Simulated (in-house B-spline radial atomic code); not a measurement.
A fraction x of an electron is removed from 3p in the strontium ion Sr⁵⁺, starting from [Ar] 3d10 4s2 4p3 and keeping the highest spin. Method: scalar-relativistic (X2C) RPBE, spin-polarised, spherical fractional occupations, Fermi nucleus of rms radius 4.224 fm. Calculated with a B-spline radial code for spherical atoms.

```json
{"x": "0", "E(x) - E(0) (eV)": "0.0000", "3p down level (eV)": "-321.763"}
{"x": "0.08", "E(x) - E(0) (eV)": "25.8509", "3p down level (eV)": "-324.510"}
{"x": "0.15", "E(x) - E(0) (eV)": "?", "3p down level (eV)": "?"}
{"x": "0.34", "E(x) - E(0) (eV)": "111.3899", "3p down level (eV)": "-333.497"}
{"x": "0.41", "E(x) - E(0) (eV)": "?", "3p down level (eV)": "?"}
{"x": "0.5", "E(x) - E(0) (eV)": "165.1950", "3p down level (eV)": "-339.072"}
{"x": "0.55", "E(x) - E(0) (eV)": "182.1923", "3p down level (eV)": "-340.821"}
{"x": "0.63", "E(x) - E(0) (eV)": "209.5701", "3p down level (eV)": "-343.626"}
{"x": "0.84", "E(x) - E(0) (eV)": "282.5078", "3p down level (eV)": "-351.028"}
{"x": "0.97", "E(x) - E(0) (eV)": "328.4409", "3p down level (eV)": "-355.637"}
{"x": "1", "E(x) - E(0) (eV)": "339.1260", "3p down level (eV)": "-356.704"}
```

Q: What belongs in the row x = 0.15?

A: An energy change of 48.6509 eV; 3p down at -326.921 eV.

Q: What belongs in the row x = 0.41?

A: An energy change of 134.8199 eV; 3p down at -335.932 eV.

Q: Check Janak's theorem between x = 0.5 and 0.55.

A: The slope of the energy is 339.95 eV; the orbital levels give 339.95 eV (-ε of the emptying orbital, averaged over the two points).
